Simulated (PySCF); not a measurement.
# Orbital picture of CsHg

BLYP at R = 4.508 Å; basis Cs def2-SVP with ECP46, Hg def2-SVP with ECP60; scalar-relativistic core potentials; PySCF 2.14. State: ²Σ⁺ (doublet), unpaired electrons σ ↑. Only the outer orbitals are listed, counted within each symmetry, core potentials removing the inner ones.

```csv
spin,orbital,occ.,ε (eV),on Cs (%),main shells (%)
α,5σ,1,-9.67,0,100 Hg d
α,3π,1,-9.66,0,100 Hg d
α,3π,1,-9.66,0,100 Hg d
α,1δ,1,-9.66,0,100 Hg d
α,1δ,1,-9.66,0,100 Hg d
α,6σ,1,-6.69,1,99 Hg s
α,7σ,1,-2.16,91,"90 Cs s, 9 Hg p"
α,4π,0,-1.03,47,"53 Hg p, 37 Cs p, 10 Cs d"
α,4π,0,-1.03,47,"53 Hg p, 37 Cs p, 10 Cs d"
α,8σ,0,-0.93,40,"60 Hg p, 27 Cs p, 9 Cs s"
β,1δ,1,-9.66,0,100 Hg d
β,1δ,1,-9.66,0,100 Hg d
β,5σ,1,-9.65,0,100 Hg d
β,3π,1,-9.65,0,100 Hg d
β,3π,1,-9.65,0,100 Hg d
β,6σ,1,-6.65,1,99 Hg s
β,7σ,0,-1.80,86,"86 Cs s, 14 Hg p"
β,4π,0,-0.95,31,"69 Hg p, 20 Cs p, 11 Cs d"
β,4π,0,-0.95,31,"69 Hg p, 20 Cs p, 11 Cs d"
```

**Question.** Which are the highest filled and the lowest empty level, where do they sit, and how wide is the gap?

**Answer.** Highest filled α 7σ at -2.16 eV (in %: 90 Cs s, 9 Hg p); lowest empty β 7σ at -1.80 eV (in %: 86 Cs s, 14 Hg p); the gap at BLYP is 0.36 eV.

* bond order (Mayer): 0.20
* ⟨S²⟩: 0.750
* charge on Cs (Mulliken, basis-dependent): 0.07
* charge on Cs (Löwdin, basis-dependent): -0.08
* dipole moment (positive dipole means Cs(−)Hg(+)): -0.57 D

Spin–orbit coupling is left out. The state is the lowest determinant that a PBE0 search found; another state may lie lower at other levels.
